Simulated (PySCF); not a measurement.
## Correlation energy of Te⁺ (tellurium, charge +1)

[Kr] 4d10 5s2 5p2 6s1, high-spin 4P determinant (an excited configuration). Calculation: PySCF 2.14, in aug-cc-pwCVDZ-PP with ECP28MDF (6s5p4d1f, 48 functions); a scalar-relativistic core potential. Frozen: 4s2 4p6 4d10; 5 electrons correlated.

```
  level  correlation energy (mhartree)
   CCSD                         -67.57
    (T)                          -1.28
CCSD(T)                         -68.85
```

Diagnostics: T1 = 0.020, D1 = 0.0608, largest double amplitude 0.089.

Problem. Is a single reference adequate?

Solution. Mostly. T1 lies below 0.03, but a double amplitude of this size points to a near-degeneracy that CCSD handles and MP2 describes poorly.
